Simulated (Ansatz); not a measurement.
Pb₂S₃. The state is a singlet with charge 0. Geometry r2SCAN-D4/def2-SVP, basis def2-TZVP, Ansatz.

```xyz
5

Pb   -0.4371    2.5152    0.5510
Pb    0.1598   -0.9070   -0.1989
S    -0.4732    1.0973   -1.6148
S     0.2125    0.4359    1.9493
S     0.5379   -3.1415   -0.6866
```

```tsv
run	HOMO (eV)	LUMO (eV)
A	-5.89	-3.99
B	-6.73	-3.30
C	-5.65	-4.02
D	-6.50	-3.48
E	-6.29	-3.71
F	-5.58	-3.93
```

In the def2 sets Pb takes a core potential; there is no spin–orbit coupling. B3LYP takes the VWN-RPA correlation. Another isomer (singlet) lies 1.70 eV lower at PBE0-D4/def2-TZVP; other spin states weren't run for this one.

**Question.** The runs used B3LYP, PBE, PBE0, r2SCAN, r2SCANh, revPBE. Estimate which is which.

**Answer.** A r2SCAN (0 % exact exchange); B PBE0 (25 % exact exchange); C PBE (0 % exact exchange); D B3LYP (20 % exact exchange); E r2SCANh (10 % exact exchange); F revPBE (0 % exact exchange). Exact exchange lowers occupied and raises empty levels; among semilocal functionals meta-GGAs tend to open the gap a little, and such runs are hard to tell apart. The gap grows from 1.64 eV (PBE) to 3.43 eV (PBE0).
